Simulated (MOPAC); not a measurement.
MOPAC input (AM1):

```
AM1 1SCF UHF MS=0.5 GEO-OK AUX(PRECISION=9) THREADS=1
CdF

Cd   -0.00000000 1   -0.00000000 1   -0.31889700 1
F     0.00000000 1    0.00000000 1    1.70078700 1
```

From its output:

```
          Parameters for some elements are missing

           Empirical Formula: Cd F  =     2 atoms

 ******************************************************************************
 *                                                                            *
 *     Error and normal termination messages reported in this calculation     *
 *                                                                            *
 * Parameters for some elements are missing                                   *
 * JOB ENDED NORMALLY                                                         *
 *                                                                            *
 ******************************************************************************

 == MOPAC DONE ==
```

The program refused the input.

The geometry given is a B3LYP-D3(BJ)/def2-TZVP minimum.
